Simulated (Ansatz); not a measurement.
Calculated with Ansatz (gas phase, PBE0-D4/def2-TZVP geometries, no zero-point term in ΔE). CCSD(T)/CBS adds triple-zeta CCSD(T) − MP2 to the extrapolated MP2 energy (def2 sets, frozen cores). This one scheme is used for every species. DFT in def2-TZVPP. For Ge, Se outer-core shells are correlated without core-valence functions, which leaves a few kJ/mol of doubt a bond. Scalar relativity is left out up to krypton. Each species was taken in one conformer, which may not be the lowest.

`[CH3][GeH]([OH])[SeH]` + BH₃ → `[BH2][GeH]([CH3])[OH]` + H₂Se  (formal exchange of groups at a Ge–Se bond)

| level | ΔE (kJ/mol) |
| --- | --- |
| ωB97M-V | 85.5 |
| B2PLYP | 86.5 |
| r2SCAN | 84.3 |
| MP2/def2-QZVPP | 93.9 |

**Question.** What does CCSD(T)/CBS give? (An estimate is asked.)

**Answer.** Computed: +83.7 kJ/mol. The listed levels differ from it by 1.8, 2.8, 0.6, 10.2 kJ/mol.

Largest T1 diagnostic among the species: 0.011.

The D4 term adds +4.5 kJ/mol with B3LYP and +2.4 kJ/mol with PBE0; it sums over pairs of atoms, weighted by their polarisabilities, and B3LYP, whose exchange is more repulsive, gets the larger term. From PBE to PBE0 (25 % exact exchange), in def2-TZVPP and without D4, ΔE moves by +4.2 kJ/mol.

B3LYP here is the variant with VWN-RPA as its local correlation; programs differ in this.
